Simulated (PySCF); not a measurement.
Sc(F)3 cation (F3Sc), SMILES [F][Sc]([F])[F] (connectivity only; charge and spin as stated), charge +1, multiplicity 2.

The structure is a stationary point at B3LYP-D3(BJ)/def2-SVP. The spin state was assumed, not searched. The isomer is the one that the SMILES or the coordinates give; other isomers of the formula were not compared.

Computed with M06-2X/def2-TZVPD run with PySCF.

The molecule is in vacuum.

Computed frontier levels, dipole moment and polarisability:
```
Property                                                           Result
------------------------------------------------  -----------------------
α spin, highest occupied and lowest empty level       -20.08 and -8.08 eV
β spin, highest occupied and lowest empty level      -19.57 and -11.91 eV
dipole moment about the centre of nuclear charge                   6.19 D
mean static polarisability                           29.4 bohr³ (4.36 Å³)
polarisability, principal values                   17.4, 28.3, 42.6 bohr³
⟨S²⟩                                              0.766 (pure state 0.75)
```
